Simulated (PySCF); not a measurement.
4H-1,3,5-dioxazine (C3H5NO2), SMILES C1=NCOCO1. The structure is a stationary point at PBE-D3(BJ)/def2-SVP. Other conformers were not sampled.

Task: Give the equilibrium geometry at PBE-D3(BJ)/def2-SVP (PySCF confirms it by a frequency run) as a Z-matrix. (Estimate from the structure and the level; the computed values follow.)

Result: This is not unique; one that fits is 
```
O
C 1 1.3877
H 2 1.1061 1 108.73
H 2 1.1194 3 110.32 1 123.18
C 1 1.4372 2 109.86 3 -178.48
H 5 1.1099 1 105.11 2 164.83
H 5 1.1187 6 107.70 1 -117.77
N 5 1.4357 6 109.53 7 -118.80
C 8 1.2782 5 117.57 6 -129.84
O 9 1.3605 8 127.13 5 -5.39
H 9 1.1061 8 121.68 5 174.96
```
